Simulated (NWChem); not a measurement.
The numbers come from NWChem runs, not from measurements. System: CClF, charge 0, spin multiplicity 1, at a geometry optimised with PBE/def2-SVP. The structure started from a generated list of species. Level: G0W0@PBE0/def2-QZVP, RI basis def2-qzvp-rifit.

Input file:

```
start mol
memory heap 200 mb stack 700 mb global 1700 mb
geometry units angstroms nocenter noautoz
  F      0.255696    -1.484599     0.000000
  C     -0.692872    -0.589252     0.000000
  Cl     0.109174     0.993936     0.000000
  symmetry group Cs
end
basis spherical
  * library def2-qzvp
end
basis "ri basis" bse spherical
  * library def2-qzvp-rifit
end
dft
  xc pbe0
  iterations 100
  direct
  tolerances tight
end
task dft energy
gw
  method cdgw
  states alpha occ 4 vir 2
end
task dft gw
```

Output (cleaned and shortened):

```
             Northwest Computational Chemistry Package (NWChem) 7.3.0
             --------------------------------------------------------

                                NWChem Input Module
                                -------------------

 Scaling coordinates for geometry "geometry" by  1.889725989
 (inverse scale =  0.529177249)

 Turning off AUTOSYM since
 SYMMETRY directive was detected!

                             Geometry "geometry" -> ""
                             -------------------------

 Output coordinates in angstroms (scale by  1.889725989 to convert to a.u.)

  No.       Tag          Charge          X              Y              Z
 ---- ---------------- ---------- -------------- -------------- --------------
    1 F                    9.0000     0.25569600    -1.48459900     0.00000000
    2 C                    6.0000    -0.69287200    -0.58925200     0.00000000
    3 Cl                  17.0000     0.10917400     0.99393600     0.00000000

 Effective nuclear repulsion energy (a.u.)      84.9296794137

            Nuclear Dipole moment (a.u.)
            ----------------------------
        X                 Y               Z
 ---------------- ---------------- ----------------
    -0.0000188973     0.0000170075     0.0000000000

      Symmetry information
      --------------------

 Group name             Cs
 Group number              2
 Group order               2
 No. of unique centers     3

      Symmetry unique atoms

     1    2    3


 Summary of "ao basis" -> "" (spherical)
 ------------------------------------------------------------------------------
       Tag                 Description            Shells   Functions and Types
 ---------------- ------------------------------  ------  ---------------------
 *                         def2-qzvp                  on all atoms

 new library libraries.bse/

 Summary of "ri basis" -> "" (spherical)
 ------------------------------------------------------------------------------
       Tag                 Description            Shells   Functions and Types
 ---------------- ------------------------------  ------  ---------------------
[...]
          -5.302273228182          26.489439280947           0.000000000000
           0.000000000000           0.000000000000         314.251818723376

     Multipole analysis of the density
     ---------------------------------

     L   x y z        total         alpha         beta         nuclear
     -   - - -        -----         -----         ----         -------
     0   0 0 0     -0.000000    -16.000000    -16.000000     32.000000

     1   1 0 0      0.268327      0.134173      0.134173     -0.000019
     1   0 1 0      0.017019      0.008501      0.008501      0.000017
     1   0 0 1     -0.000000     -0.000000     -0.000000      0.000000

     2   2 0 0    -18.660104    -15.885591    -15.885591     13.111077
     2   1 1 0     -0.146840     -1.640951     -1.640951      3.135061
     2   1 0 1     -0.000000     -0.000000     -0.000000      0.000000
     2   0 2 0    -16.830873    -77.540644    -77.540644    138.250414
     2   0 1 1      0.000000      0.000000      0.000000      0.000000
     2   0 0 2    -16.500411     -8.250205     -8.250205      0.000000

 Task  times  cpu:      100.0s     wall:      100.0s

                                NWChem Input Module
                                -------------------

                                 NWChem GW Module
                                 ----------------

                             ***********************
                             ***        GW       ***
                             ***********************

 Summary of "ri basis" -> "ri basis" (spherical)
 ------------------------------------------------------------------------------
       Tag                 Description            Shells   Functions and Types
 ---------------- ------------------------------  ------  ---------------------
 F                      def2-qzvp-rifit             33      141   9s8p7d5f3g1h
 C                      def2-qzvp-rifit             33      141   9s8p7d5f3g1h
 Cl                     def2-qzvp-rifit             41      167   12s10p9d6f3g1h

                 Memory Information
                 ------------------
          Available GA per process is          1699.7 MBs
          Available stack per process is        700.0 MBs
          Available heap per process is           0.0 MBs

          Peak memory in Initialization
              Peak GA per process is                 13.2 MBs
              Peak stack per process is               0.4 MBs
              Peak heap per process is               13.9 MBs
              Memory not in MA per process            0.0 MBs

          Peak memory in CDGW Calculation
              Peak GA per process is                 16.5 MBs
              Peak stack per process is               3.1 MBs
              Peak heap per process is                3.6 MBs
              Memory not in MA per process            0.0 MBs

          Computing 2-center integrals
          Computing Inverse Cholesky factor
          Computing 3-center integrals
          Computing Vxc

          Computing Sigma_x
          Computing W(iw) on the imaginary grid
          Solving quasiparticle equations

                  Alpha Orbitals
          State     Energy (eV)     Error (eV)
          -----------------------------------
@GW        13        -16.231           0.006
@GW        14        -12.972           0.002
@GW        15        -12.703           0.002
@GW        16        -10.881           0.002
@GW        17         -0.848           0.002
@GW        18          2.551           0.002

     GW Timing Statistics
   ------------------------
   Init.   :          0.2s
     ERIs  :          2.5s
     Distr.:          0.0s
     Vxc   :          6.5s
   Vmo     :          0.0s
   iW      :          3.1s
   I_n     :          0.0s
   R_n     :          0.2s
   GW total:         12.5s

 Task  times  cpu:       12.5s     wall:       12.5s

 Total times  cpu:      112.6s     wall:      112.6s
```
